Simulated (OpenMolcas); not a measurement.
Computed levels of 3d³ in ions with 21 electrons, in cm-1 above ⁴F_3/2.

```
Program             : OpenMolcas 26.06
Method              : CASSCF
Basis               : ANO-RCC-VTZP
Scalar Hamiltonian  : DKH2, point nucleus
Spin-orbit coupling : state interaction with AMFI integrals over the reference wave functions, term energies averaged over their components
```

Active space for each ion: 3 electrons in 10 orbitals (3d 4d).

| Level | Mn4+ | Fe5+ | Ni7+ |
| --- | --- | --- | --- |
| ⁴F_5/2 | 373 | 541 | 982 |
| ⁴F_7/2 | 882 | 1273 | 2286 |
| ⁴F_9/2 | 1513 | 2172 | 3856 |
| ⁴P_1/2 | 20081 | 22954 | 27921 |
| ⁴P_3/2 | 20240 | 23157 | 28187 |
| ²G_7/2 | 20410 | 23506 | 28871 |
| ⁴P_5/2 | 20697 | 23840 | 29517 |
| ²G_9/2 | 20939 | 24241 | 30070 |
| ²H_9/2 | 26999 | 31089 | 38264 |

Task: Estimate ⁴F_9/2, ⁴P_1/2, ⁴P_3/2 for Co6+ from its neighbours Fe5+ and Ni7+.

Result: ⁴F_9/2 is fine structure, which grows about as the fourth power of a screened charge, so the fourth roots are averaged: ((2172^0.25 + 3856^0.25) / 2)^4 = 2924. The calculation gives 2905, so the estimate is off by +0.7 %; the measured value is 2723 (Sugar and Corliss, J. Phys. Chem. Ref. Data 10, 1097 (1981)).
⁴P_1/2 is another term, which grows about linearly with the charge: (22954 + 27921) / 2 = 25438. The calculation gives 25630, so the estimate is off by -0.7 %; the measured value is 21096 (Sugar and Corliss, J. Phys. Chem. Ref. Data 10, 1097 (1981)).
⁴P_3/2 is another term, which grows about linearly with the charge: (23157 + 28187) / 2 = 25672. The calculation gives 25866, so the estimate is off by -0.8 %; the measured value is 21304 (Sugar and Corliss, J. Phys. Chem. Ref. Data 10, 1097 (1981)).

Without dynamic correlation excited terms often stand tens of per cent too high (terms of higher spin than the ground term too low), and those without a measured partner can miss by more than the paired ones. Active for correlation alone: 4d; no level in the range computed is led by a configuration that fills it, so any true level of that kind is missing. Computed and measured levels are paired by configuration, term and J; levels that our copy of the source lacks, or whose pairing is in doubt (as where it misses far off the trend of its configuration), stay unpaired and out of the deviations. Only configurations of the active space appear.
